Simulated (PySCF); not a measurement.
C2H6S, charge +1, doublet, geometry from GFN2-xTB (a state made from the parent by changing its charge; the spin is typed, not shown lowest). Base run: B3LYP/6-311G** (PySCF).

Input for PySCF:
```python
from pyscf import gto, scf, dft

mol = gto.M(
    atom='''
C     1.28089259    0.21169350    0.68335560
S     0.01499802    0.28322653   -0.56655118
C    -1.30390679   -0.64629964    0.18600725
H     1.54226619   -0.82365746    0.90480822
H     2.15771555    0.74065689    0.31689816
H     0.93231569    0.67887698    1.60539170
H    -0.98486767   -1.67128238    0.37976291
H    -2.15303809   -0.65232660   -0.49358934
H    -1.59627479   -0.19625504    1.13537012
''',
    basis='6-311g**',
    charge=1,
    spin=1,
    verbose=4,
)

mf = dft.UKS(mol)
mf.xc = 'b3lyp'
mf.kernel()
```

Variants of this job, named by their change:

```
change                                           ΔE vs base (mEh)  fitting functions
-----------------------------------------------  ----------------  -----------------
base                                                        0.000                  -
auxbasis = def2-universal-jfit                              451.7                215
only_dfj = on; auxbasis = def2-universal-jfit              -0.246                215
auxbasis = autoaux                                         -0.043                625
auxbasis = def2-svp-ri                                     -458.5                242
auxbasis = cc-pvdz-jkfit                                   -0.091                390
auxbasis = default (with mf = mf.density_fit())            -0.027                459
auxbasis = def2-universal-jkfit                            -0.095                386
auxbasis = def2-tzvp-ri                                   -12.317                355
auxbasis = even-tempered beta=1.6                           0.003                936
```

A fitting set is made for a task (jfit for Coulomb, jkfit for Coulomb and exchange, ri for correlation) and for a family of orbital bases.

Open shells are given as the SCF converged; they aren't shown to be the lowest states, and a large step between rows can be another state.
